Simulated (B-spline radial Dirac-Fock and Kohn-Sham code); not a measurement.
**Magnetic form factor of the 3d shell of Tm⁴⁷⁺**

System: the Tm⁴⁷⁺ ion in the configuration [Ar] 3d4.

Calculated with a B-spline atomic structure program, using configuration-average Dirac-Fock orbitals. ⟨j_K⟩ is the integral of the 3d radial density with the spherical Bessel function j_K(4πsr), s = sin θ/λ.

```tsv
s (Å⁻¹)	⟨j0⟩	⟨j2⟩	⟨j4⟩
0	1.0000	0.0000	0.0000
0.06	0.9990	0.0004	0.0000
0.07	0.9986	0.0006	0.0000
0.09	0.9977	0.0009	0.0000
0.12	0.9958	0.0017	0.0000
0.14	0.9944	0.0023	0.0000
0.18	0.9907	0.0037	0.0000
0.23	0.9848	0.0060	0.0000
0.28	0.9776	0.0089	0.0000
0.35	0.9652	0.0138	0.0001
0.44	0.9456	0.0215	0.0002
0.55	0.9163	0.0328	0.0005
0.69	0.8715	0.0499	0.0011
0.87	0.8036	0.0749	0.0026
1.08	0.7139	0.1063	0.0058
1.36	0.5855	0.1473	0.0128
```

Radial moments of the shell: ⟨r²⟩ = 0.03919, ⟨r⁴⟩ = 0.002578, ⟨r⁶⟩ = 0.0002561 in powers of bohr.
